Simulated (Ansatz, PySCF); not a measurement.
Reaction (SMILES): Br[C]Br → Br[C]Br as doublet, charge +1 + e-
Structures are relaxed separately at B3LYP-D3(BJ)/def2-TZVP in Ansatz (a quantum-chemistry and plane-wave program). Unstable Hartree-Fock reference: Br[C]Br. High T1 diagnostic, so coupled cluster is less sure: Br[C]Br.

Quantity: adiabatic ionisation energy (0 K, with B3LYP-D3(BJ) harmonic zero-point energies from PySCF), in eV. Valence correlation only, unless marked. Open shells are spin-unrestricted. Spin-orbit coupling is left out. Frozen are the shells of the preceding noble gas and the d and f shells that filled before the atom's block. No relativistic terms. CBS(X,Y): correlation extrapolated as X^-3; Hartree-Fock from the larger set.

| level | program | adiabatic ionisation energy (eV) |
|---|---|---|
| HF/6-31G* | Ansatz | 7.98 |
| HF-D3(BJ)/def2-TZVPD | PySCF + dftd3 | 7.94 |
| BLYP-D3(BJ)/def2-TZVPD | Ansatz + dftd3 | 8.56 |
| r2SCAN0/def2-TZVPD | Ansatz | 8.61 |
| CAM-B3LYP-D3(BJ)/def2-TZVPD | Ansatz + dftd3 | 8.72 |
| MP2/6-31G | Ansatz | 8.19 |
| CCSD(T)/CBS(cc-pVTZ,cc-pVQZ) | Ansatz | 8.93 |
